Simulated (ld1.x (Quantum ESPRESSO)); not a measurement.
# Before and after: PAW potential for I

I (Z = 53), PAW, made with ld1.x (Quantum ESPRESSO) 7.5 (PBE, scalar-relativistic). Core [Kr], reference 4d10 5s2 5p5. Waves: 5s (bound): rcut 1.45, rcutus 1.80 bohr; 5s channel at -0.6 Ry: rcut 1.45, rcutus 1.80 bohr; 5p (bound): rcut 1.95, rcutus 2.10 bohr; 5p channel at 0.1 Ry: rcut 1.95, rcutus 2.10 bohr; 4d (bound): rcut 1.20, rcutus 1.25 bohr; 4d channel at -2.05 Ry: rcut 1.20, rcutus 1.25 bohr. Local part: all-electron potential smoothed inside 1.00 bohr (lloc = -1). Core correction: a·sin(br)/r model core, default radius (ld1.x builds one for every PAW set, though the input has nlcc=.false.). Augmentation charge: GAUSS, radius 1.10 bohr.

Change: local potential all-electron potential smoothed inside 2.02 bohr (lloc = -1).

Cutoffs: the cutoffs (Ry, on a coarse ladder) from which the occupation-weighted sum of valence levels, in a spherical-Bessel basis at the reference potential, stays within 10 and 1 mRy of its value at 400 Ry; they do not see the model core or the augmentation charge, which bear on the density cutoff. Errors are all-electron minus pseudo energies relative to the spin-unpolarised reference configuration.

Q: Predict the effect on cutoff, ghosts and configuration errors.

A: The potential gets neither clearly harder nor softer (100 Ry and 180 Ry → 100 Ry and 180 Ry); the bound ghost in p, s disappears; of the 7 tests that both files solve, the error grows in 2 and shrinks in 2 by more than 15 % and 0.3 meV (median size 6.9 → 7.7 meV). A state that the projectors do not describe sees the local part alone, so a deeper or shallower local part can create or remove a ghost.

```csv
quantity,base,changed
"cutoff, loose",100 Ry,100 Ry
"cutoff, tight",180 Ry,180 Ry
loose cutoff by channel (10 mRy a level),"s 6 Ry, p 6 Ry, d 60 Ry","s 10 Ry, p 6 Ry, d 60 Ry"
bound ghosts,"s, p",none
"error for 4d10 5s2 5p4, meV [ΔE 11.13 eV]",-1.3,-2.7
"error for 4d10 5s2 5p3, meV [ΔE 30.98 eV]",+6.9,-7.7
"error for 4d10 5s2 5p2, meV [ΔE 60.31 eV]",+43,-17
"error for 4d10 5s2 5p1, meV [ΔE 99.73 eV]",+142,-33
"error for 4d10 5s2 5p5.3, meV [ΔE -1.78 eV]",+0.6,+0.4
"error for 4d10 5s2 5p4.5, meV [ΔE 4.53 eV]",-1.0,-1.1
"error for 4d9 5s2 5p6, meV [ΔE 45.86 eV]",-47,-85
s: phases at 2.31 bohr within 0.05 rad from the reference energy up to (Ry; the scan ends near 5),4.2,3.8
p: phases at 2.31 bohr within 0.05 rad from the reference energy up to (Ry; the scan ends near 5),to the end of the scan,to the end of the scan
d: phases at 2.31 bohr within 0.05 rad from the reference energy up to (Ry; the scan ends near 5),to the end of the scan,to the end of the scan
lowest overlap eigenvalue by channel,"s 0.22, p 0.32, d 0.92","s 0.40, p 0.53, d 0.99"
```

 A true bound ghost makes a file unfit for plane-wave use even where its test errors are small: the radial tests pick states by their node count and pass the ghost by.
